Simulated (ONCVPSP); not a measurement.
## Ranking ONCV potentials for V (Z = 23)

All share these settings but for the change named:

vanadium, optimised norm-conserving Vanderbilt (ONCV), made with ONCVPSP 4.0.1 (PBE, scalar-relativistic). Core [Ne], reference 3s2 3p6 3d3 4s2. Waves: 3s+4s: rc 1.75 bohr, ncon 4, nbas 7, qcut 6.4 1/bohr, 2 projectors; 3p: rc 1.65 bohr, ncon 4, nbas 7, qcut 6.7 1/bohr, 2 projectors, debl 3.2 Ha; 3d: rc 1.15 bohr, ncon 3, nbas 8, qcut 7.5 1/bohr, 2 projectors, debl 3.5 Ha; f scattering state at 0.09 Ha: rc 1.90 bohr, ncon 4, nbas 7, qcut 5.5 1/bohr, 2 projectors, debl 0.9 Ha. Local part: polynomial inside 1.00 bohr (lpopt 4, dvloc0 2 Ha). Core correction: none.

Test errors are all-electron minus pseudo excitation energies from the reference, over 3s2 3p6 3d3 4s1; 3s2 3p6 3d3 4s0; 3s2 3p6 3d2 4s0; 3s2 3p6 3d2 4s2 4p1. None of these files shows a bound ghost.

The base gives 17.2 meV.

Of 7 variants that were run, those that failed, showed a ghost or another fault, or gave nearly equal values are left out.

Task: Rank these variants by their largest absolute test error, smallest first.
A. d: qcut 4.7
B. d: qcut 7.9
C. d: qcut 9
D. d: qcut 7
E. d: qcut 10.8

Result: C (8.3 meV), E (10.7 meV), B (13.6 meV), D (22.8 meV), A (46.5 meV).
